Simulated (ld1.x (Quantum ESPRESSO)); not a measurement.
# u(r) = r·R(r): atom against pseudo-atom (Te)

Columns: radius, all-electron u(r) and pseudo u(r) of the 4d shell (level -41.65 eV) of tellurium in the configuration [Kr] 4d10 5s2 5p4; PBE, scalar-relativistic, PAW scheme, ld1.x (Quantum ESPRESSO) 7.5.

| r (bohr) | all-electron | pseudo |
| --- | --- | --- |
| 0.100 | 0.3546 | -0.0098 |
| 0.200 | 0.5935 | -0.0731 |
| 0.300 | 0.3064 | -0.2187 |
| 0.400 | -0.1751 | -0.4381 |
| 0.500 | -0.6064 | -0.6887 |
| 0.600 | -0.9025 | -0.9130 |
| 0.700 | -1.0607 | -1.0633 |
| 0.800 | -1.1107 | -1.1201 |
| 0.900 | -1.0873 | -1.0956 |
| 1.000 | -1.0202 | -1.0223 |
| 1.100 | -0.9302 | -0.9302 |
| 1.200 | -0.8315 | -0.8315 |
| 1.300 | -0.7328 | -0.7328 |
| 1.400 | -0.6392 | -0.6392 |
| 1.500 | -0.5533 | -0.5533 |
| 1.600 | -0.4761 | -0.4761 |
| 1.700 | -0.4080 | -0.4080 |
| 1.800 | -0.3484 | -0.3484 |
| 1.900 | -0.2967 | -0.2967 |
| 2.000 | -0.2521 | -0.2521 |
| 2.100 | -0.2137 | -0.2137 |
| 2.200 | -0.1810 | -0.1810 |
| 2.300 | -0.1530 | -0.1530 |
| 2.400 | -0.1292 | -0.1292 |
| 2.500 | -0.1090 | -0.1090 |
| 2.600 | -0.0919 | -0.0919 |

Question: How many radial nodes do the two functions have?

Answer: The all-electron 4d function has n − l − 1 = 1; the pseudo-wave has 0, since the states of the same l below it are removed with the core.

Question: At about which radius was the pseudo-wave matched?

Answer: 1.10 bohr, where the columns begin to agree (steps of 0.10 bohr).

Question: Is the pseudo-wave norm-conserving?

Answer: No, it belongs to a PAW set: the norm inside the radius is not constrained, and the difference is carried by the augmentation charge.
